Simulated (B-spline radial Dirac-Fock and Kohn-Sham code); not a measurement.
## Auger decay of the N5 hole in Pb³⁺

System: Pb³⁺ in the configuration 1s2 2s2 2p6 3s2 3p6 3d10 4s2 4p6 4d10 4f14 5s2 5p6 5d10 6s1.

Model: a relativistic independent-particle model: LDA orbitals of the hole state, radiative multipoles to third order, Auger rates from the Coulomb interaction with a continuum orbital, Dirac-Fock energies. Program: a B-spline atomic structure program. Kinetic energies are configuration averages from the vacuum level; the two-hole energies are estimated from single-hole states.

```
transition  kinetic energy (eV)  width (meV)  share (%)
   N5-N6O1                    –         71.5        1.0
   N5-N6N6                64.72         37.4        0.5
   N5-N7O1                    –          621        9.0
   N5-N6N7                68.75         1130       16.5
   N5-N7N7                74.42          996       14.5
   N5-N6O2                107.5         45.8        0.7
   N5-N7O2                112.1          646        9.4
   N5-O1O3                    –         24.9        0.4
   N5-N6O3                130.7         96.1        1.4
   N5-N7O3                135.6          655        9.5
   N5-O2O3                166.0         21.4        0.3
   N5-O1O5                    –         77.4        1.1
   N5-N6O4                199.5         34.1        0.5
   N5-N6O5                202.3          542        7.9
   N5-N7O4                204.2          521        7.6
   N5-N7O5                207.2          982       14.3
   N5-N7P1                226.7         48.8        0.7
   N5-O2O5                236.1         51.4        0.7
   N5-O3O5                259.6         70.1        1.0
   N5-O4O5                325.7         57.1        0.8
   N5-O5O5                328.6         63.3        0.9
```

A dash stands for an energy that rests on an unreliable hole state.

Coster-Kronig rates are the weakest part of this model and often come out 1.5 to 2.5 times too large. Super-Coster-Kronig decay this fast strains the one-particle picture, and such widths tend to come out too large. The listed channels hold 99 % of the non-radiative rate. Summed by principal shells, of 6.87 eV in all: NNO 61.4 %, NNN 31.5 %, NOO 6.2 %, NNP 0.8 %.

Values without a named source are computed, but for edge energies of neutral atoms, which are taken from tables.
